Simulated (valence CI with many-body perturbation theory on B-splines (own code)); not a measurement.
Missing levels of Ba XXIV

Calculated by valence CI with perturbative core correlation (CI+MBPT): five valence electrons over a frozen Dirac-Fock core [Ar] 3d10, a basis of 9 s, 9 p, 8 d, 6 f, 3 g, 1 h functions for each j, with the one-electron correlation potential Σ1 (screened to all orders), the two-electron term Σ2, the three-electron term Σ3, Breit, model QED; selected single and double excitations, second order for the rest (own B-spline code, finite nucleus).

No measured spectrum was set against this ion. As an estimate, levels hold to about 250 cm⁻¹ or 0.2 % of their energy and the worst to 1 %, as in measured heavy ions of charge 2 to 7; those with d or f electrons hold less well. Among the levels kept, up to 270 cm⁻¹ of a level comes from second order outside the variational space, and about a tenth of that is noise between levels of different J, which matters for small intervals.

| Level | E (cm⁻¹) |
| --- | --- |
| (4s^2 4p1/2^2 4p3/2) J=3/2 | 0 |
| (4s^2 4p1/2 4p3/2^2) J=3/2 | 136200 |
| (4s^2 4p1/2 4p3/2^2) J=5/2 | 163440 |
| (4s^2 4p1/2 4p3/2^2) J=1/2 | 198850 |
| (4s^2 4p3/2^3) J=3/2 | 337600 |
| (4s 4p1/2^2 4p3/2^2) J=5/2 | ? |
| (4s 4p1/2^2 4p3/2^2) J=3/2 | ? |
| (4s 4p1/2^2 4p3/2^2) J=1/2 | 647510 |
| (4s 4p1/2 4p3/2^3) J=3/2 [a] | 731010 |
| (4s^2 4p1/2^2 4d3/2) J=3/2 | 759000 |
| (4s 4p1/2 4p3/2^3) J=5/2 | ? |
| (4s^2 4p1/2^2 4d5/2) J=5/2 | ? |
| (4s 4p1/2 4p3/2^3) J=1/2 | 814570 |
| (4s 4p1/2 4p3/2^3) J=3/2 [b] | 824820 |
| (4s^2 4p1/2 4p3/2 4d3/2) J=5/2 [a] | ? |
| (4s^2 4p1/2 4p3/2 4d3/2) J=1/2 [a] | 886270 |
| (4s^2 4p1/2 4p3/2 4d3/2) J=7/2 | ? |
| (4s^2 4p1/2 4p3/2 4d3/2) J=3/2 [a] | 900300 |
| (4s^2 4p1/2 4p3/2 4d5/2) J=7/2 [a] | 904460 |
| (4s^2 4p1/2 4p3/2 4d5/2) J=9/2 | 931260 |

Levels are named by their leading jj configuration (3d3/2^4 stands for four electrons in 3d with j = 3/2), which in mixed levels can hold well under half, so a name can repeat and another be missing. Letters in brackets count levels of one name in rising energy.

**Question.** The levels stand in rising order. What does the calculation give for the missing energies?

**Answer.** (4s 4p1/2^2 4p3/2^2) J=5/2 573330; (4s 4p1/2^2 4p3/2^2) J=3/2 640570; (4s 4p1/2 4p3/2^3) J=5/2 772210; (4s^2 4p1/2^2 4d5/2) J=5/2 798690; (4s^2 4p1/2 4p3/2 4d3/2) J=5/2 [a] 873640; (4s^2 4p1/2 4p3/2 4d3/2) J=7/2 893580.
